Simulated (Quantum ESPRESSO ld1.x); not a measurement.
Results of a calculation; reference values are marked as such.
Q: All-electron atom: the rhodium ion Rh3+ in [Kr] 4d6 (the NIST ground configuration). Code: ld1.x of Quantum ESPRESSO 7.5. Model: non-relativistic Kohn-Sham, LDA (Slater exchange, Perdew-Zunger correlation), spin-polarised, spherical densities, point nucleus; open shells are filled with parallel spins first; relativity is left out, which matters for an element this heavy. Some entries of the table are withheld. Estimate them.

| orbital | occ. | eigenvalue (eV) | <1/r> (bohr^-1) |
|---|---|---|---|
| 1s up | 1 | -22381.1 | 44.44 |
| 1s down | 1 | -22381.1 | 44.44 |
| 2s up | 1 | -3215.85 | 10.07 |
| 2s down | 1 | -3215.13 | 10.07 |
| 2p up | 3 | -2985.84 | 10.08 |
| 2p down | 3 | -2985.28 | 10.08 |
| 3s up | 1 | -602.111 | 3.547 |
| 3s down | 1 | -601.613 | 3.548 |
| 3p up | 3 | -510.969 | 3.464 |
| 3p down | 3 | -510.430 | 3.465 |
| 3d up | 5 | (1) | 3.305 |
| 3d down | 5 | (2) | 3.305 |
| 4s up | 1 | -114.052 | 1.365 |
| 4s down | 1 | -111.166 | 1.369 |
| 4p up | 3 | -85.9983 | 1.255 |
| 4p down | 3 | -83.0760 | 1.257 |
| 4d up | 5 | (3) | 0.9782 |
| 4d down | 1 | (4) | 0.9701 |

A: 
(1) 3d up eigenvalue (eV): -342.434
(2) 3d down eigenvalue (eV): -341.721
(3) 4d up eigenvalue (eV): -41.3425
(4) 4d down eigenvalue (eV): -38.5407
